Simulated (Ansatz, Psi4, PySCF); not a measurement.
Species: C$_{4}$H$_{5}$OSi (charge 0, doublet). SMILES: [SiH2]c1ccoc1
Structure (B3LYP-D3(BJ)/def2-TZVP (Ansatz, a first-principles code) minimum search):
```xyz
11

Si    -2.0856    -0.3270     0.1794
C     -0.2726    -0.0544     0.0106
C      0.7706    -1.0410    -0.1655
C      1.9463    -0.3754    -0.1726
O      1.7347     0.9637    -0.0074
C      0.3933     1.1363     0.1045
H     -2.8301     0.9305    -0.0830
H     -2.5474    -1.4230    -0.7093
H      0.6392    -2.1041    -0.2780
H      2.9722    -0.6787    -0.2823
H      0.0610     2.1510     0.2389
```
Charge 0, spin multiplicity 2.

Quantity: size of the dipole moment, in D. Conventions: 6-31G* and kin with 6d, 5d where marked; non-relativistic; dispersion terms only where a functional's name holds one; UHF or UKS for open shells; no spin-orbit coupling; 6-311+G** with 5d, 6d on Na to Ar in Ansatz. Ab initio and DFT rows: single points at B3LYP-D3(BJ) geometries (Ansatz).

```json
[
 {"level": "BLYP/6-31G*", "program": "Ansatz", "size of the dipole moment (D)": "0.89"},
 {"level": "B3LYP/3-21G", "program": "Ansatz", "size of the dipole moment (D)": "0.64"},
 {"level": "B3LYP/6-31G*", "program": "Ansatz", "size of the dipole moment (D)": "0.73"},
 {"level": "B3LYP/6-31+G*", "program": "Ansatz", "size of the dipole moment (D)": "0.59"},
 {"level": "B3LYP/6-31G**", "program": "Ansatz", "size of the dipole moment (D)": "0.71"},
 {"level": "B3LYP/cc-pVDZ", "program": "Ansatz", "size of the dipole moment (D)": "0.71"},
 {"level": "B3LYP/6-311+G**", "program": "Ansatz", "size of the dipole moment (D)": "0.57"},
 {"level": "PBE0/6-311+G**", "program": "Ansatz", "size of the dipole moment (D)": "0.54"},
 {"level": "wB97X-D/6-31G*", "program": "Psi4", "size of the dipole moment (D)": "0.68"},
 {"level": "B3PW91/6-31G* (5d)", "program": "PySCF", "size of the dipole moment (D)": "0.70"}
]
```

No value to compare with is used here. The 10 habitual levels span 0.54 (PBE0/6-311+G**) to 0.89 D (BLYP/6-31G*).

The levels are drawn from those run, B3LYP/6-31G* more often than the rest, none by its result; left out are runs that failed, that the program found above a lower state of the same kind, or whose <S^2> lies over 0.5 above the pure value.
